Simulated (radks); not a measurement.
Values are calculated unless marked as measured or tabulated.
Problem. These are the eigenvalues of the occupied orbitals of an atom or ion with whole-number occupations (eV). Level of theory: scalar-relativistic Kohn-Sham, BLYP, spin-polarised, spherical densities, finite nucleus; Fermi nuclear charge, rms radius of each element as measured or else 0.836 A^(1/3) + 0.57 fm (a radial shooting solver on a logarithmic mesh with Libxc functionals).

| orbital | eigenvalue |
|---|---|
| 1s up | -78661.78 |
| 1s down | -78661.28 |
| 2s up | -14029.93 |
| 2s down | -14029.68 |
| 2p up | -12197.77 |
| 2p down | -12197.37 |
| 3s up | -3486.200 |
| 3s down | -3485.898 |
| 3p up | -2952.313 |
| 3p down | -2951.965 |
| 3d up | -2372.626 |
| 3d down | -2372.280 |
| 4s up | -942.8596 |
| 4s down | -942.2448 |
| 4p up | -767.4033 |
| 4p down | -766.7403 |
| 4d up | -554.0111 |
| 4d down | -553.2018 |
| 5s up | -335.2439 |
| 5s down | -330.8057 |
| 4f up | -315.9933 |
| 4f down | -314.8339 |
| 5p up | -282.5681 |

Which element is it, and in what charge state? The configuration may be excited. Open shells, if any, are filled with parallel spins first.

Solution. Z = 78, platinum, charge +13: Pt13+ in [Kr] 4d10 4f14 5s2 5p3. The list shows which subshells hold electrons but not how many an open one holds; the 1s level, -2890.8 hartree, gives Z - s = 76.0 by -(Z - s)^2/2, which with screening and relativity narrows Z to a few neighbours, and the depths of the outer levels then fix element, charge and occupations together.
